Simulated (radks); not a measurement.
The numbers below are computed, except where a source is named.
Problem. The germanium ion Ge3+, [Ar] 3d10 4s1. Code: a radial shooting solver on a logarithmic mesh with Libxc functionals. Model: non-relativistic Kohn-Sham, PBE, spin-polarised, spherical densities, point nucleus. Every spin shell is full or empty, so the densities are truly spherical. Functionals are evaluated on that one density, not self-consistently. Rank these exchange functionals by their error against the exact value of the orbitals, and give that value: LDA, PBEsol, revPBE, RPBE, SOGGA, G96, revTPSS, SCAN, MS2, Tao-Mo, TASK.

Solution. Exact: -76.6094 hartree. From best to worst, with 100 (|E| - |E exact|)/|E exact| (equal figures are ties): RPBE +0.02, revPBE -0.06, MS2 -0.28, SCAN +0.33, G96 +0.46, Tao-Mo -0.50, revTPSS -0.64, TASK -2.43, PBEsol -2.50, SOGGA -2.53, LDA -5.71.
